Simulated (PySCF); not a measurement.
**`NC1=[CH][GeH2][CH]=C1`, C4H7GeN**

Geometry:
```json
{"atom": "N1", "x (Å)": "2.315", "y (Å)": "-0.093", "z (Å)": "-0.154"}
{"atom": "C2", "x (Å)": "0.943", "y (Å)": "-0.127", "z (Å)": "-0.149"}
{"atom": "C3", "x (Å)": "0.159", "y (Å)": "-1.216", "z (Å)": "-0.328"}
{"atom": "Ge4", "x (Å)": "-1.663", "y (Å)": "-0.648", "z (Å)": "-0.276"}
{"atom": "C5", "x (Å)": "-1.091", "y (Å)": "1.182", "z (Å)": "0.021"}
{"atom": "C6", "x (Å)": "0.246", "y (Å)": "1.183", "z (Å)": "0.038"}
{"atom": "H7", "x (Å)": "2.789", "y (Å)": "0.708", "z (Å)": "0.240"}
{"atom": "H8", "x (Å)": "2.823", "y (Å)": "-0.968", "z (Å)": "-0.132"}
{"atom": "H9", "x (Å)": "0.572", "y (Å)": "-2.216", "z (Å)": "-0.471"}
{"atom": "H10", "x (Å)": "-2.460", "y (Å)": "-0.820", "z (Å)": "-1.580"}
{"atom": "H11", "x (Å)": "-2.509", "y (Å)": "-1.214", "z (Å)": "0.877"}
{"atom": "H12", "x (Å)": "-1.675", "y (Å)": "2.097", "z (Å)": "0.148"}
{"atom": "H13", "x (Å)": "0.850", "y (Å)": "2.089", "z (Å)": "0.175"}
```

The calculation used UKS LC-wPBE/def2-SV(P) four-point reorganisation energy, gas phase in PySCF. Geometry: LC-wPBE/def2-SV(P).

The calculation is non-relativistic, which matters for the atoms heavier than Zn.

**Question.** What is the inner reorganisation energy for hole transfer, with the ionisation energy?

**Answer.** λ = 0.401 (surface of the oxidised species) + 0.350 (surface of the starting species) = 0.751 eV. The ionisation energy is 7.77 eV vertical and 7.37 eV adiabatic without zero-point energy; at the relaxed geometry of the oxidised species the two energies differ by 7.02 eV. Largest bond changes: C2–C3 1.354 → 1.431 Å, N1–C2 1.372 → 1.312 Å, C3–Ge4 1.909 → 1.953 Å, C6–C2 1.495 → 1.465 Å, Ge4–H10 1.538 → 1.521 Å. ⟨S²⟩ of the relaxed oxidised species 0.762.
